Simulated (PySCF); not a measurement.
# One molecule, several mistakes: B2CH4N

Calculated results; nothing here was measured. The program is PySCF 2.14.0, an open-source quantum chemistry code, run on an isolated molecule that a program drew, which may never have been made. The molecule is B2CH4N (charge 0, doublet), drawn as the SMILES string `[BH]CB=N`.

Each row is a Hartree-Fock (HF) and frozen-core CCSD(T) single point in the cc-pVDZ basis, meant for a local HF minimum. Run 1 is clean. Each other run has one planted mistake out of seven kinds, and not every kind appears here: one electron removed, one electron added, multiplicity raised by two, geometry at a saddle point, minimal basis STO-3G, one bond length entered in bohr, all coordinates scaled. The reference is restricted for singlets and unrestricted otherwise, and also for a bond in bohr. Adding or removing an electron swaps singlet and doublet. Electrons count all cores. HOMO and LUMO are orbital energies over both spins, the gradient is its largest component, and the lowest frequency (negative if imaginary) is given only where the gradient is small. Bond lengths are over the 7 bonds as drawn. T1 is the CCSD diagnostic: over 0.02 (restricted) or 0.045 (unrestricted) a single reference is doubtful.

Geometry of the clean run:
```xyz
8
B2CH4N, angstrom
B    -1.1618   -1.2659    0.5924
C    -1.3079    0.0139   -0.2978
B    -0.9103    1.2621    0.5398
N    -0.5915    2.2343    1.2203
H    -1.9457   -1.6578    1.4090
H    -0.6733   -0.0128   -1.1871
H    -2.3499    0.1536   -0.6099
H    -0.3382    3.0231    1.7514
```

```
run  electrons  basis functions  <S^2>  HOMO (eV)  LUMO (eV)  gradient (hartree/bohr)  lowest frequency (cm^-1)  mean bond (Å)  longest bond (Å)      T1  HF (hartree)  CCSD(T) (hartree)                          mistake
  1         27               76  0.753      -9.11       1.95                  3.4e-05                       167         1.2458             1.566  0.0152    -143.97249         -144.46332                         no fault
  2         27               76  1.386      -9.35       1.32                  4.0e-02                         -         1.3847             2.065  0.0475    -143.85556         -144.34262  one bond length entered in bohr
  3         26               76  0.000     -15.84      -6.75                  6.9e-02                         -         1.2458             1.566  0.0202    -143.68059         -144.16999             one electron removed
  4         28               76  0.000       0.75       8.75                  5.2e-02                         -         1.2458             1.566  0.0156    -143.89974         -144.42563                                ?
```

**Which mistake was planted in run 4, and what did it cost?**

It counts 28 electrons, one more than the clean run, at the same geometry and basis. So the mistake is: one electron added. Subtracting run 1 and multiplying by 627.51 kcal/mol a hartree, the energy moved by 45.7 kcal/mol in HF and 23.7 kcal/mol in CCSD(T).

Cautions from the logs. Run 2: T1 is over the limit, so its CCSD(T) energy is less reliable; run 3: T1 is over the limit, so its CCSD(T) energy is less reliable; run 4: the HOMO is above zero, so the electron isn't bound and the energy depends on the basis.
